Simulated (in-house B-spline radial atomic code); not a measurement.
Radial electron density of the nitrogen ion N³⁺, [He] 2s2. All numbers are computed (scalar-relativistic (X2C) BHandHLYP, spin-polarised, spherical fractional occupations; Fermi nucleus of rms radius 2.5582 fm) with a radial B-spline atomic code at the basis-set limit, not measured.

Columns: r (bohr), 4πr²n(r) (electrons per bohr), bar.

```
 0.00837   0.1705 #
 0.00975   0.2263 #
  0.0114   0.3015 ##
  0.0133   0.3987 ##
  0.0155   0.5239 ###
   0.018   0.6809 ####
   0.021   0.8871 #####
  0.0245    1.148 #######
  0.0286    1.475 #########
  0.0333     1.87 ###########
  0.0388    2.348 ##############
  0.0453     2.92 #################
  0.0528     3.57 #####################
  0.0615    4.287 #########################
  0.0717    5.053 ##############################
  0.0836     5.82 ##################################
  0.0975    6.526 #######################################
   0.114    7.098 ##########################################
   0.133     7.43 ############################################
   0.154    7.457 ############################################
    0.18    7.123 ##########################################
    0.21    6.423 ######################################
   0.245     5.42 ################################
   0.285    4.271 #########################
   0.333    3.106 ##################
   0.388    2.171 #############
   0.452    1.582 #########
   0.527     1.38 ########
   0.615    1.496 #########
   0.717    1.763 ##########
   0.836    1.978 ############
   0.974    1.989 ############
    1.14    1.739 ##########
    1.32    1.332 ########
    1.54   0.8557 #####
     1.8   0.4536 ###
     2.1    0.197 #
    2.45  0.06759 
    2.85  0.01802 
    3.33 0.003307 
    3.88 0.0004293
```

On this grid the curve has 2 maxima, near 0.154, 0.974 bohr.

The 2s down radial function P(r) = rR(r), positive near the nucleus:

| r (bohr) | P |
| --- | --- |
| 0.00286 | 0.02748 |
| 0.00388 | 0.03688 |
| 0.00528 | 0.04952 |
| 0.00718 | 0.06623 |
| 0.00975 | 0.08807 |
| 0.0133 | 0.1169 |
| 0.018 | 0.1526 |
| 0.0245 | 0.1979 |
| 0.0333 | 0.2519 |
| 0.0453 | 0.3133 |
| 0.0615 | 0.3761 |
| 0.0836 | 0.4301 |
| 0.114 | 0.4563 |
| 0.154 | 0.4286 |
| 0.21 | 0.3138 |
| 0.285 | 0.09151 |
| 0.388 | -0.2382 |
| 0.527 | -0.6107 |
| 0.717 | -0.9104 |
| 0.974 | -0.9953 |
| 1.32 | -0.816 |
| 1.8 | -0.4762 |
| 2.45 | -0.1838 |
| 3.33 | -0.04066 |
